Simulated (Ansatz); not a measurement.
Basis-set series for C$_{2}$H$_{7}$InSi. Total charge 0; spin multiplicity 1. In takes the def2 core potential. The bonds changed during the relaxation, so this is another structure than the one it started from. The geometry is a stationary point of PBE0-D4/def2-TZVP.

```xyz
11

C     1.589    0.316    0.563
Si    0.124    0.100   -0.588
C    -1.476   -0.382    0.202
In   -3.154   -0.594   -1.293
H     2.488    0.599    0.010
H     1.385    1.092    1.304
H     1.798   -0.614    1.099
H     0.487   -0.925   -1.618
H    -1.791    0.369    0.937
H    -1.382   -1.342    0.724
H    -0.070    1.380   -1.341
```

| functional | basis | functions | energy (Eh) | HOMO (eV) | LUMO (eV) |
| --- | --- | --- | --- | --- | --- |
| PBE0-D4 | def2-SVP | 107 | -559.69168 | -5.53 | -1.52 |
| PBE0-D4 | def2-QZVPP | 476 | -559.90499 | -5.59 | -1.58 |
| ωB97M-V | def2-SVP | 107 | -559.77110 | -7.51 | 0.03 |
| ωB97M-V | def2-QZVPP | 476 | -559.99104 | -7.58 | -0.17 |

**Question.** Give the rows for def2-TZVPP. (Estimate.)

**Answer.** Ansatz gave: 
```json
{"functional": "PBE0-D4", "basis": "def2-TZVPP", "functions": "252", "energy (Eh)": "-559.88913", "HOMO (eV)": "-5.57", "LUMO (eV)": "-1.56"}
{"functional": "ωB97M-V", "basis": "def2-TZVPP", "functions": "252", "energy (Eh)": "-559.97591", "HOMO (eV)": "-7.56", "LUMO (eV)": "-0.12"}
```
